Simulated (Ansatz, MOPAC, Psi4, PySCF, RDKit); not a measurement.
Complex: C2H2 (SMILES C#C) (first 4 atoms) with GeH4 (SMILES [GeH4]); geometry from B3LYP-D3(BJ)/def2-TZVP.
(charge 0, multiplicity 1):
```xyz
9

C      0.60879     0.32712    -0.00531
C     -0.56064     0.07344    -0.02099
H      1.64718     0.55187     0.01357
H     -1.59899    -0.15205    -0.03260
Ge    -0.02006    -0.15959     3.70482
H     -0.95540     0.99123     3.31037
H      1.40591     0.14446     3.22443
H     -0.51051    -1.46906     3.07253
H     -0.01627    -0.30705     5.23645
```

Counterpoise-corrected where a basis set is named; no monomer relaxation. Rows marked so take none. RDKit's UFF carries no charges.

Frozen-core correlation. Filled d and f shells under p-block atoms count as core. Rows in 6-31G* carry no dispersion term and start afresh at each structure (6-31G* with six Cartesian d functions); the Pople sets are all-electron and without relativity. The state that PM7 reach isn't checked; PM7 holds dispersion and hydrogen-bond terms.

The values were computed with Ansatz (a program for electronic structure) with Gaussian orbitals; MOPAC for PM7 (differences of heats of formation); Psi4 for SAPT; PySCF for 6-31G* rows, the dispersion terms; RDKit for the force fields. Each number belongs to the level named beside it.

```csv
level,interaction energy (kcal/mol)
UFF,-0.92
PM7,-1.20
PBE-D4/def2-TZVPPD,-1.32
r2SCAN/def2-TZVPPD,-0.73
PBE0-D3(BJ)/def2-TZVPPD,-1.34
M06-2X/6-31G* (no counterpoise),-2.04
CCSD/aug-cc-pVDZ,___
CCSD(T)/aug-cc-pVDZ,___
SAPT0/aug-cc-pVDZ,-1.23
```

**Question.** Some entries are withheld; supply them.

**Answer.** 
- CCSD/aug-cc-pVDZ, interaction energy (kcal/mol): -0.64
- CCSD(T)/aug-cc-pVDZ, interaction energy (kcal/mol): -0.83
